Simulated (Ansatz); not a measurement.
Relaxation of the cluster ZrAu₁₂ with RKS PBE-D4/def2-SVP.

```sh
$ ansatz run in.yaml --threads 2 --pin off --events-out ev --progress --plain --max-ram 22528MiB --backend cuda --devices 0, --max-vram 18GiB
```

```yaml
crystal:
  periodic: [false, false, false]
  atoms:
    - {symbol: Zr, position_ang: [-1.606000, -2.151200, 2.798400]}
    - {symbol: Au, position_ang: [-2.618200, -1.118300, 0.061900]}
    - {symbol: Au, position_ang: [0.707300, 2.800200, 0.071900]}
    - {symbol: Au, position_ang: [-2.939000, -4.262700, -0.095400]}
    - {symbol: Au, position_ang: [-0.295800, 0.693800, 2.890200]}
    - {symbol: Au, position_ang: [1.555300, -2.877100, 2.892500]}
    - {symbol: Au, position_ang: [0.000000, 0.000000, 0.000000]}
    - {symbol: Au, position_ang: [2.036200, -2.141300, 0.104100]}
    - {symbol: Au, position_ang: [1.258400, -4.860500, 0.177600]}
    - {symbol: Au, position_ang: [2.345600, 0.192500, 2.881100]}
    - {symbol: Au, position_ang: [-0.598600, -2.634100, -0.130600]}
    - {symbol: Au, position_ang: [2.512600, 0.644100, 0.242800]}
    - {symbol: Au, position_ang: [-1.894700, 1.900900, 0.210500]}
basis:
  gaussian: {orbitals: def2-SVP, fitting: {mean_field: def2-universal-jkfit}}
hamiltonian: {xc: pbe, dispersion: d4}
scf: {lower_state_search: "off"}
output: {orbitals: {seedname: orbitals}}
relax: {f_tol: 0.03, max_steps: 70}
```

It took 92 s on 2 threads of AMD EPYC 7R13 on a shared host and a share (18 GiB) of an NVIDIA H100 80GB HBM3, peak host memory 1.1 GiB.

Positions (Å) and forces (eV/Å) at steps 1, 2, 3, 4, 5, 6, 7, 8, 9, 10, 11, 12, 13, 14, 15, 16, 17, 18, 19, 20, 21, 22 of 26:

```xyz
13
step=1 energy=-45626.4630 eV
Zr   -1.606   -2.151    2.798    1.874    1.018   -1.666
Au   -2.618   -1.118    0.062   -1.245    1.062    0.697
Au    0.707    2.800    0.072   -0.062   -0.317    0.002
Au   -2.939   -4.263   -0.095    0.714    0.912    0.444
Au   -0.296    0.694    2.890   -0.874   -0.996   -0.273
Au    1.555   -2.877    2.893   -1.242    0.433   -0.326
Au    0.000    0.000    0.000   -0.411    0.138    0.095
Au    2.036   -2.141    0.104    0.060    0.032    0.307
Au    1.258   -4.861    0.178   -0.148    1.029    0.089
Au    2.346    0.193    2.881    0.030   -0.685    0.165
Au   -0.599   -2.634   -0.131    0.701   -2.358    0.460
Au    2.513    0.644    0.243    0.725    0.176   -0.194
Au   -1.895    1.901    0.210   -0.122   -0.444    0.199
13
step=2 energy=-45627.8979 eV
Zr   -1.470   -2.079    2.675    2.111    1.079   -1.941
Au   -2.676   -1.063    0.109   -0.109    0.318    0.674
Au    0.701    2.770    0.073   -0.060   -0.271    0.002
Au   -2.904   -4.204   -0.052    0.528    0.813    0.475
Au   -0.351    0.623    2.869   -0.781   -1.116   -0.215
Au    1.462   -2.848    2.873   -1.524    0.472   -0.219
Au   -0.017   -0.007    0.002   -0.057   -0.328    0.121
Au    2.044   -2.126    0.127    0.131    0.293    0.186
Au    1.262   -4.803    0.188    0.021    0.569    0.076
Au    2.335    0.138    2.887   -0.065   -0.611   -0.069
Au   -0.572   -2.736   -0.106   -0.237   -0.858    0.733
Au    2.560    0.653    0.232    0.269    0.011   -0.030
Au   -1.909    1.868    0.230   -0.225   -0.370    0.205
13
step=3 energy=-45628.9078 eV
Zr   -1.336   -2.012    2.550    1.656    0.773   -1.414
Au   -2.686   -1.037    0.152   -0.081    0.270    0.450
Au    0.694    2.752    0.073   -0.061   -0.261   -0.014
Au   -2.880   -4.163   -0.020    0.277    0.643    0.427
Au   -0.395    0.553    2.857   -0.560   -0.731   -0.087
Au    1.363   -2.818    2.859   -1.317    0.370   -0.107
Au   -0.021   -0.022    0.009    0.086   -0.386    0.043
Au    2.048   -2.111    0.139    0.181    0.355    0.097
Au    1.261   -4.767    0.193    0.216    0.215    0.052
Au    2.326    0.101    2.883   -0.065   -0.541   -0.137
Au   -0.569   -2.785   -0.062   -0.212   -0.366    0.470
Au    2.576    0.654    0.228    0.152   -0.003    0.025
Au   -1.919    1.841    0.243   -0.273   -0.336    0.195
13
step=4 energy=-45629.5886 eV
Zr   -1.195   -1.946    2.431    0.463    0.400   -0.808
Au   -2.696   -1.008    0.186   -0.190    0.248    0.208
Au    0.681    2.722    0.070   -0.070   -0.257   -0.030
Au   -2.867   -4.104    0.025   -0.027    0.465    0.374
Au   -0.435    0.500    2.853   -0.247    0.063    0.130
Au    1.238   -2.787    2.847   -0.464    0.011    0.115
Au   -0.016   -0.052    0.015    0.134   -0.303   -0.040
Au    2.063   -2.085    0.150    0.190    0.256    0.054
Au    1.287   -4.739    0.194    0.376    0.009    0.028
Au    2.315    0.046    2.870   -0.042   -0.469   -0.155
Au   -0.564   -2.819   -0.027    0.052   -0.147   -0.092
Au    2.591    0.656    0.228    0.099    0.047    0.037
Au   -1.940    1.801    0.263   -0.273   -0.323    0.178
13
step=5 energy=-45630.1299 eV
Zr   -1.123   -1.845    2.281   -0.018    0.395   -0.554
Au   -2.728   -0.971    0.188   -0.456    0.043    0.068
Au    0.639    2.659    0.060   -0.099   -0.179   -0.017
Au   -2.890   -3.993    0.138   -0.131    0.469    0.372
Au   -0.463    0.568    2.885   -0.086    0.344    0.157
Au    1.149   -2.824    2.868    0.025   -0.251    0.202
Au   -0.002   -0.108    0.026    0.129   -0.158   -0.007
Au    2.109   -2.051    0.179    0.134    0.033    0.130
Au    1.392   -4.716    0.188    0.332    0.095    0.052
Au    2.289   -0.077    2.832   -0.158   -0.445   -0.233
Au   -0.533   -2.845   -0.085    0.348   -0.251   -0.407
Au    2.609    0.668    0.233    0.153    0.122    0.044
Au   -1.986    1.722    0.311   -0.174   -0.218    0.194
13
step=6 energy=-45630.7207 eV
Zr   -1.063   -1.740    2.126    0.298    0.314   -0.295
Au   -2.804   -0.957    0.184   -0.614   -0.106    0.072
Au    0.601    2.610    0.058   -0.119   -0.136    0.006
Au   -2.916   -3.870    0.254   -0.029    0.506    0.312
Au   -0.487    0.672    2.925   -0.054    0.202    0.061
Au    1.111   -2.901    2.915   -0.167   -0.199    0.105
Au    0.014   -0.155    0.039    0.159    0.025   -0.137
Au    2.154   -2.034    0.223    0.140   -0.039    0.190
Au    1.495   -4.702    0.204    0.236    0.173    0.094
Au    2.233   -0.205    2.768   -0.315   -0.442   -0.254
Au   -0.484   -2.874   -0.196    0.339   -0.322   -0.366
Au    2.635    0.691    0.233    0.185    0.138    0.002
Au   -2.025    1.653    0.370   -0.057   -0.113    0.210
13
step=7 energy=-45631.1902 eV
Zr   -0.966   -1.642    1.988    0.264    0.101   -0.131
Au   -2.928   -0.955    0.229   -0.453   -0.011    0.213
Au    0.570    2.577    0.064   -0.087   -0.111    0.025
Au   -2.919   -3.738    0.355    0.176    0.420    0.292
Au   -0.518    0.763    2.941   -0.006    0.107    0.014
Au    1.055   -2.995    2.964   -0.211   -0.205    0.039
Au    0.044   -0.179   -0.006    0.198    0.230   -0.499
Au    2.208   -2.025    0.279    0.077   -0.071    0.158
Au    1.588   -4.684    0.241    0.148    0.167    0.133
Au    2.131   -0.347    2.682   -0.485   -0.341   -0.161
Au   -0.421   -2.904   -0.299    0.229   -0.294   -0.280
Au    2.672    0.724    0.230    0.130    0.131   -0.010
Au   -2.051    1.591    0.436    0.020   -0.123    0.208
13
step=8 energy=-45631.6964 eV
Zr   -0.873   -1.578    1.874    0.248    0.022   -0.279
Au   -3.045   -0.935    0.324   -0.216    0.159    0.316
Au    0.554    2.561    0.074   -0.037   -0.031    0.046
Au   -2.865   -3.631    0.459    0.231    0.140    0.285
Au   -0.537    0.817    2.945   -0.025    0.087   -0.007
Au    0.997   -3.092    2.992   -0.270   -0.188   -0.037
Au    0.076   -0.164   -0.157    0.077   -0.016   -0.545
Au    2.233   -2.025    0.323    0.075   -0.012   -0.036
Au    1.651   -4.669    0.292    0.099    0.034    0.179
Au    1.976   -0.452    2.627   -0.416   -0.087   -0.009
Au   -0.358   -2.944   -0.393    0.150   -0.032   -0.194
Au    2.701    0.753    0.241    0.028    0.011    0.091
Au   -2.048    1.546    0.504    0.055   -0.086    0.189
13
step=9 energy=-45632.1070 eV
Zr   -0.785   -1.526    1.759    0.068   -0.079   -0.291
Au   -3.129   -0.895    0.444   -0.099    0.000    0.335
Au    0.550    2.547    0.092   -0.032   -0.103    0.060
Au   -2.780   -3.583    0.562    0.327    0.184    0.250
Au   -0.560    0.854    2.945   -0.043    0.115    0.026
Au    0.923   -3.173    2.989   -0.235   -0.061   -0.155
Au    0.087   -0.177   -0.352    0.023    0.115   -0.491
Au    2.257   -2.026    0.314    0.079    0.057    0.011
Au    1.681   -4.668    0.361   -0.017    0.060    0.207
Au    1.842   -0.492    2.625   -0.215   -0.098    0.044
Au   -0.298   -2.947   -0.487    0.068   -0.101   -0.213
Au    2.698    0.752    0.285   -0.058   -0.046    0.106
Au   -2.024    1.521    0.568    0.136   -0.042    0.111
13
step=10 energy=-45632.4506 eV
Zr   -0.721   -1.480    1.632   -0.033   -0.025   -0.348
Au   -3.196   -0.885    0.570   -0.015    0.099    0.289
Au    0.548    2.519    0.119    0.020   -0.006    0.052
Au   -2.666   -3.544    0.663    0.289    0.094    0.237
Au   -0.575    0.878    2.951    0.011    0.046    0.078
Au    0.849   -3.214    2.943   -0.175   -0.043   -0.136
Au    0.082   -0.161   -0.547   -0.009   -0.123   -0.378
Au    2.277   -2.010    0.320   -0.049   -0.004   -0.017
Au    1.666   -4.649    0.451   -0.065    0.060    0.199
Au    1.768   -0.531    2.654   -0.060   -0.032    0.134
Au   -0.260   -2.965   -0.594    0.153    0.084   -0.235
Au    2.672    0.732    0.336   -0.051   -0.023    0.098
Au   -1.981    1.495    0.606   -0.016   -0.127    0.027
13
step=11 energy=-45632.7610 eV
Zr   -0.669   -1.431    1.495   -0.008    0.109   -0.141
Au   -3.251   -0.872    0.705   -0.031   -0.089    0.221
Au    0.542    2.495    0.141   -0.046   -0.116    0.024
Au   -2.522   -3.511    0.766    0.294    0.086    0.175
Au   -0.568    0.884    2.973    0.022   -0.008    0.009
Au    0.768   -3.233    2.896   -0.157    0.057   -0.028
Au    0.082   -0.179   -0.741    0.001    0.231   -0.306
Au    2.254   -2.000    0.327    0.044    0.026    0.062
Au    1.611   -4.626    0.547   -0.136   -0.004    0.065
Au    1.740   -0.561    2.718   -0.040   -0.066    0.088
Au   -0.201   -2.933   -0.733    0.030   -0.129   -0.268
Au    2.639    0.714    0.391   -0.104   -0.031    0.107
Au   -1.962    1.441    0.620    0.131   -0.065   -0.007
13
step=12 energy=-45633.0220 eV
Zr   -0.615   -1.362    1.377    0.147    0.122   -0.187
Au   -3.278   -0.905    0.813    0.043   -0.084    0.157
Au    0.528    2.477    0.156   -0.013   -0.020    0.011
Au   -2.359   -3.504    0.872    0.268    0.048    0.140
Au   -0.545    0.891    2.984    0.034    0.012    0.018
Au    0.680   -3.218    2.878   -0.167    0.101    0.035
Au    0.079   -0.133   -0.910   -0.005   -0.029   -0.242
Au    2.246   -2.004    0.358   -0.065   -0.064    0.053
Au    1.508   -4.618    0.597   -0.177    0.063   -0.055
Au    1.732   -0.593    2.784   -0.049   -0.113    0.080
Au   -0.173   -2.916   -0.878    0.087    0.113   -0.091
Au    2.588    0.695    0.454   -0.082   -0.035    0.088
Au   -1.926    1.376    0.620   -0.018   -0.113   -0.007
13
step=13 energy=-45633.2620 eV
Zr   -0.529   -1.304    1.291    0.119    0.152   -0.116
Au   -3.254   -0.955    0.869    0.144   -0.147    0.116
Au    0.494    2.489    0.132    0.011   -0.044    0.003
Au   -2.188   -3.510    0.976    0.273    0.052    0.133
Au   -0.487    0.918    2.962    0.073    0.021   -0.008
Au    0.589   -3.229    2.893   -0.176    0.156    0.046
Au    0.065   -0.091   -1.043   -0.033   -0.029   -0.240
Au    2.232   -2.020    0.394   -0.002   -0.108    0.058
Au    1.379   -4.607    0.615   -0.231    0.116   -0.133
Au    1.735   -0.657    2.863   -0.054   -0.137    0.125
Au   -0.153   -2.865   -0.996    0.078    0.144   -0.049
Au    2.501    0.681    0.528   -0.142   -0.050    0.079
Au   -1.922    1.336    0.622   -0.061   -0.125   -0.013
13
step=14 energy=-45633.5529 eV
Zr   -0.441   -1.226    1.209    0.081    0.221   -0.001
Au   -3.207   -1.029    0.935    0.121   -0.219    0.074
Au    0.468    2.473    0.127   -0.029   -0.077   -0.011
Au   -2.010   -3.515    1.057    0.296    0.008    0.132
Au   -0.441    0.947    2.954    0.116    0.045   -0.049
Au    0.501   -3.196    2.913   -0.167    0.055    0.054
Au    0.050   -0.060   -1.183   -0.055    0.152   -0.223
Au    2.233   -2.055    0.439    0.176   -0.117    0.074
Au    1.218   -4.578    0.601   -0.306    0.064   -0.086
Au    1.728   -0.710    2.936   -0.017   -0.071    0.177
Au   -0.128   -2.782   -1.082    0.003    0.014   -0.191
Au    2.421    0.642    0.584   -0.179   -0.053    0.076
Au   -1.929    1.276    0.616   -0.043   -0.023   -0.026
13
step=15 energy=-45633.9012 eV
Zr   -0.340   -1.143    1.139    0.132    0.164   -0.090
Au   -3.146   -1.116    0.984    0.195   -0.247    0.058
Au    0.425    2.460    0.115   -0.033   -0.098   -0.015
Au   -1.827   -3.520    1.123    0.201    0.004    0.002
Au   -0.365    1.001    2.924    0.146    0.045   -0.111
Au    0.427   -3.177    2.949   -0.050    0.108    0.091
Au    0.003   -0.001   -1.326   -0.080    0.149   -0.067
Au    2.282   -2.124    0.503    0.120   -0.115    0.103
Au    1.028   -4.551    0.588   -0.335    0.094   -0.077
Au    1.726   -0.764    3.034   -0.052   -0.079    0.171
Au   -0.097   -2.700   -1.189    0.013    0.054   -0.087
Au    2.303    0.585    0.643   -0.212   -0.072    0.033
Au   -1.955    1.236    0.618   -0.044   -0.008   -0.012
13
step=16 energy=-45634.1189 eV
Zr   -0.238   -1.081    1.080   -0.062   -0.112    0.039
Au   -3.043   -1.218    1.023    0.070   -0.027    0.046
Au    0.387    2.438    0.106   -0.045    0.072   -0.009
Au   -1.696   -3.539    1.121   -0.215   -0.022   -0.030
Au   -0.275    1.053    2.855    0.102    0.129   -0.067
Au    0.387   -3.137    2.998    0.010    0.011    0.120
Au   -0.059    0.071   -1.395   -0.070    0.071   -0.190
Au    2.340   -2.200    0.580    0.068   -0.100    0.089
Au    0.837   -4.510    0.568    0.110   -0.090   -0.071
Au    1.716   -0.802    3.133    0.007    0.041    0.172
Au   -0.075   -2.622   -1.260    0.013    0.121   -0.141
Au    2.179    0.518    0.674    0.110   -0.030   -0.012
Au   -1.997    1.216    0.623   -0.099   -0.063    0.054
13
step=17 energy=-45634.1965 eV
Zr   -0.237   -1.068    1.071    0.008   -0.032    0.008
Au   -3.034   -1.234    1.123    0.062   -0.035    0.034
Au    0.373    2.403    0.078   -0.050    0.026    0.015
Au   -1.688   -3.553    1.029   -0.111    0.022    0.017
Au   -0.144    1.183    2.778    0.028    0.056   -0.090
Au    0.345   -3.160    2.976   -0.010    0.016    0.014
Au   -0.191    0.095   -1.430    0.010    0.025   -0.073
Au    2.365   -2.241    0.711    0.018   -0.036    0.012
Au    0.851   -4.534    0.523    0.068   -0.057   -0.044
Au    1.647   -0.811    3.198   -0.027    0.024    0.133
Au    0.033   -2.578   -1.281   -0.006    0.076   -0.044
Au    2.185    0.474    0.653    0.034   -0.055   -0.025
Au   -2.039    1.211    0.675   -0.025   -0.031    0.044
13
step=18 energy=-45634.2403 eV
Zr   -0.226   -1.046    1.068    0.040   -0.035    0.019
Au   -3.007   -1.261    1.246    0.031   -0.007    0.020
Au    0.355    2.389    0.038    0.002    0.005   -0.004
Au   -1.674   -3.567    0.979   -0.013    0.000    0.006
Au   -0.031    1.322    2.689    0.027   -0.005   -0.026
Au    0.343   -3.202    2.923    0.022    0.021   -0.019
Au   -0.219    0.113   -1.461    0.000    0.017   -0.012
Au    2.365   -2.266    0.795   -0.014    0.002   -0.010
Au    0.874   -4.563    0.442   -0.005    0.003   -0.002
Au    1.502   -0.803    3.316   -0.074   -0.007    0.071
Au    0.051   -2.541   -1.283   -0.004   -0.001   -0.019
Au    2.188    0.430    0.639   -0.007    0.006   -0.025
Au   -2.058    1.184    0.713   -0.005    0.000    0.001
13
step=19 energy=-45634.2661 eV
Zr   -0.206   -1.054    1.070    0.041   -0.022    0.026
Au   -2.973   -1.266    1.328    0.021   -0.007    0.009
Au    0.357    2.405   -0.009    0.001   -0.001   -0.019
Au   -1.668   -3.577    0.968    0.010    0.022    0.006
Au    0.044    1.393    2.627    0.010   -0.003   -0.013
Au    0.381   -3.255    2.893    0.007   -0.019   -0.036
Au   -0.236    0.117   -1.464    0.006    0.022   -0.009
Au    2.371   -2.261    0.813   -0.018    0.015   -0.030
Au    0.883   -4.563    0.398   -0.011    0.004   -0.003
Au    1.333   -0.813    3.424   -0.050    0.007    0.095
Au    0.033   -2.533   -1.297   -0.001   -0.024    0.007
Au    2.187    0.423    0.636   -0.031    0.005   -0.033
Au   -2.045    1.170    0.719    0.015    0.002    0.000
13
step=20 energy=-45634.2855 eV
Zr   -0.185   -1.054    1.083    0.047    0.027    0.090
Au   -2.945   -1.271    1.389    0.035   -0.013   -0.008
Au    0.355    2.416   -0.053   -0.019    0.049   -0.028
Au   -1.651   -3.580    0.954   -0.038    0.043   -0.006
Au    0.114    1.459    2.580    0.076   -0.209    0.059
Au    0.410   -3.301    2.857    0.073    0.121    0.026
Au   -0.251    0.122   -1.473   -0.008   -0.041    0.023
Au    2.368   -2.259    0.820    0.006    0.018   -0.034
Au    0.890   -4.576    0.354    0.010   -0.014    0.013
Au    1.191   -0.820    3.554   -0.229    0.029   -0.113
Au    0.027   -2.527   -1.299   -0.017    0.016   -0.003
Au    2.173    0.417    0.610    0.020   -0.010   -0.026
Au   -2.032    1.160    0.729    0.042   -0.016    0.007
13
step=21 energy=-45634.3176 eV
Zr   -0.164   -1.059    1.093    0.045    0.016    0.093
Au   -2.916   -1.270    1.431   -0.013    0.022    0.001
Au    0.351    2.438   -0.089   -0.005    0.010    0.019
Au   -1.647   -3.571    0.949    0.033   -0.026   -0.015
Au    0.174    1.463    2.551    0.053   -0.068    0.008
Au    0.448   -3.316    2.838    0.062    0.070    0.010
Au   -0.267    0.118   -1.471    0.000   -0.011    0.027
Au    2.376   -2.252    0.805    0.016    0.008   -0.044
Au    0.901   -4.582    0.334   -0.030    0.017    0.026
Au    1.021   -0.825    3.651   -0.165   -0.039   -0.080
Au    0.015   -2.525   -1.302   -0.009   -0.021    0.008
Au    2.174    0.416    0.571    0.007    0.008   -0.038
Au   -2.004    1.151    0.745    0.007    0.014   -0.014
13
step=22 energy=-45634.3477 eV
Zr   -0.148   -1.061    1.108    0.046    0.012    0.072
Au   -2.895   -1.265    1.471   -0.011    0.012   -0.011
Au    0.351    2.456   -0.104    0.000    0.008    0.013
Au   -1.635   -3.566    0.953    0.029   -0.004    0.000
Au    0.227    1.474    2.526    0.044   -0.068    0.018
Au    0.505   -3.328    2.820    0.047    0.063    0.008
Au   -0.266    0.117   -1.463   -0.004    0.000    0.022
Au    2.382   -2.249    0.760    0.016   -0.011   -0.037
Au    0.903   -4.593    0.323   -0.020    0.010    0.020
Au    0.839   -0.833    3.733   -0.139   -0.025   -0.086
Au    0.007   -2.526   -1.301   -0.015   -0.025    0.014
Au    2.178    0.415    0.530    0.001    0.022   -0.031
Au   -1.986    1.147    0.748    0.006    0.007   -0.002
```

In the def2 sets Au, Zr take a core potential; there is no spin–orbit coupling. Single mean-field runs in def2-SVP are fitted with def2-universal-jkfit. The structure comes from a short search, and lower isomers may exist.
